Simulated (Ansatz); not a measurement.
```xyz
6

Cl   -0.2180    2.0569    1.7487
Hf    0.2911    0.3939    0.2197
Cl    1.9499   -1.0270    1.0098
Cl    0.9764    1.2758   -1.8169
Se   -1.8696   -0.9218   -0.1071
H    -1.1298   -1.7777   -1.0543
```

Charge 0, multiplicity 1. Hf takes the def2 core potential.

(1) List the PBE0/def2-TZVPP orbital energies in eV (the Gaussian-basis code of Ansatz). (An estimate is asked.)

## Answers

(1) Computed: Occupied: -12361.89, -2767.90, -2767.75, -2767.74, -1584.71, -1421.74, -1421.69, -1421.68, -259.76, -259.61, -259.61, -215.13, -197.98, -197.94, -197.93, -197.82, -197.82, -197.78, -197.78, -197.78, -197.78, -158.71, -158.55, -158.51, -69.84, -58.70, -58.64, -58.60, -58.48, -58.48, -38.16, -38.09, -37.99, -23.20, -22.92, -22.85, -19.72, -11.62, -11.45, -11.00, -11.00, -10.48, -10.47, -10.27, -9.94, -9.90, -9.63, -8.93, -7.78. Lowest empty: -2.32, -2.00, -1.45, -1.41, -1.24, -0.52, 0.65, 2.37.
